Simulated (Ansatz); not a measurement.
Isolated molecules relaxed with PBE0-D4/def2-TZVP in Ansatz; ΔE leaves out vibrations. CCSD(T)/CBS adds triple-zeta CCSD(T) − MP2 to the extrapolated MP2 energy (def2 sets, frozen cores). This one scheme is used for every species. Open shells (•) are unrestricted, without spin–orbit coupling. Each species was taken in one conformer, which may not be the lowest.

`O[SiH](O)[SiH2][SiH3]` → `[SiH3]`• + `O[SiH](O)[SiH2]`•  (homolysis of the Si–Si bond)

`O[SiH](O)[SiH2][SiH3]`:

```xyz
13

O    -2.845   -0.636    0.287
Si   -1.428    0.175    0.503
O    -0.697   -0.185    1.936
Si    0.201   -0.354   -1.095
Si    2.280    0.497   -0.449
H    -2.796   -1.586    0.164
H    -1.847    1.600    0.472
H    -1.160    0.045    2.744
H     0.289   -1.836   -1.242
H    -0.198    0.209   -2.417
H     2.738   -0.179    0.793
H     2.162    1.957   -0.184
H     3.300    0.293   -1.512
```

`[SiH3]`•:

Z-matrix (Å, degrees):
```
Si
H 1 1.486
H 1 1.486 2 111.3
H 1 1.486 2 111.3 3 124.6
```

`O[SiH](O)[SiH2]`•:

```xyz
9

O     0.091    1.753    0.324
Si   -0.203    0.365   -0.513
O    -1.757   -0.155   -0.355
Si    1.050   -1.475    0.178
H     0.069    1.703    1.282
H     0.098    0.758   -1.912
H    -2.452    0.420   -0.679
H     0.585   -2.128    1.432
H     2.519   -1.241    0.243
```

| species | CCSD(T)/CBS(def2) energy (Eh) |
| --- | --- |
| `O[SiH](O)[SiH2][SiH3]` | -1022.48921 |
| `[SiH3]`• | -290.80808 |
| `O[SiH](O)[SiH2]`• | -731.55637 |

Problem. Work out ΔE.

Solution. ΔE = (-290.80808) + (-731.55637) − (-1022.48921) = 0.12476 Eh = +327.6 kJ/mol.

Largest T1 diagnostic among the species: 0.015.

In def2-TZVPP, CCSD(T) changes the Hartree–Fock value by +85.3 kJ/mol (the triples alone add +7.0 kJ/mol) and MP2 by +87.3 kJ/mol; breaking electron pairs costs correlation energy, which Hartree–Fock lacks. The D4 term adds +13.1 kJ/mol with B3LYP and +7.5 kJ/mol with PBE0; it sums over pairs of atoms, weighted by their polarisabilities, and B3LYP, whose exchange is more repulsive, gets the larger term.

B3LYP here is the variant with VWN-RPA as its local correlation; programs differ in this.
